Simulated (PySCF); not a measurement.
C3H4FNSi, SMILES C1[Si@H](F)N=CC=1.

Coordinates come from a ωB97X-D3(BJ)/def2-SVP optimisation. The structure was generated by enumeration; whether it is a known compound was not checked.

Computed with PySCF with PBE/def2-TZVP.

```yaml
total_energy: -560.51600 hartree
highest_occupied_level: -6.20 eV
lowest_empty_level: -3.34 eV
orbital_gap: 2.85 eV
dipole_moment: 0.618 e·Å
quadrupole, principal values (traceless, Buckingham form, about the centre of nuclear charge): -4.00, -1.78, 5.77 D·Å
mean_static_polarisability: 60.9 bohr³ (9.02 Å³)
polarisability_principal_values: 42.6, 63.3, 76.8 bohr³
```
